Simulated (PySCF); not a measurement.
C3H10GeZn, SMILES C[CH](C)[Zn][GeH3], GFN2-xTB optimised geometry. Atoms within 1.6 Å of the plane z = 0.0 Å (x, y, z in Å): Zn1 (-0.11, -0.49, 0.00), C2 (1.95, -0.49, 0.00), C3 (2.44, 0.23, 1.25), C4 (2.44, 0.24, -1.25), H5 (2.41, -1.48, 0.00), H6 (3.53, 0.32, 1.24), H7 (2.03, 1.24, 1.32), H10 (3.53, 0.33, -1.23), H11 (2.03, 1.25, -1.31), Ge12 (-2.46, 0.24, 0.00), H13 (-2.83, 1.48, 0.78), H14 (-3.12, 0.59, -1.32), H15 (-3.53, -0.68, 0.54).

Level of theory: PBE0/def2-TZVP run with PySCF 2.14.0. Cells within 0.4 Å of a nucleus heavier than hydrogen are left out (blank, or x).

Map of the deformation density (molecule minus spherical neutral atoms) (e/bohr³) on the plane z = 0.0 Å:

```
|2222222222222222222222222222222|
|2222222222222222222222222222222|
|2222222222222222222222222222222|
|2222222222222222222222222222222|
|2222222222222222222222222222222|
|2222222222222222222222222222222|
|2222222222222222222222222222222|
|2222222222222222222222222222222|
|2222222222222222222222222222222|
|2222222222222222222222222222222|
|2222222222222222222222222222222|
|2222222333222222222222222222222|
|2222222333222222222222222222222|
|2222222222333322222222222222222|
|22222222xx234322222222222222222|
|222222331x244311233233222222222|
|22222344323442xx045xx2222222222|
|222222343333321x1454x5222222222|
|2222223332233222333379322222222|
|2222222222222222233347222222222|
|2222222222222222222222222222222|
|2222222222222222222222222222222|
|2222222222222222222222222222222|
|2222222222222222222222222222222|
|2222222222222222222222222222222|
|2222222222222222222222222222222|
|2222222222222222222222222222222|
|2222222222222222222222222222222|
|2222222222222222222222222222222|
|2222222222222222222222222222222|
|2222222222222222222222222222222|
```
Scale: ten equal steps from -0.041 (start of '0') to 0.098 (end of '9'), in the order '0123456789'; x runs from -6.00 to 6.00, y from -6.00 (bottom) to 6.00 (top).
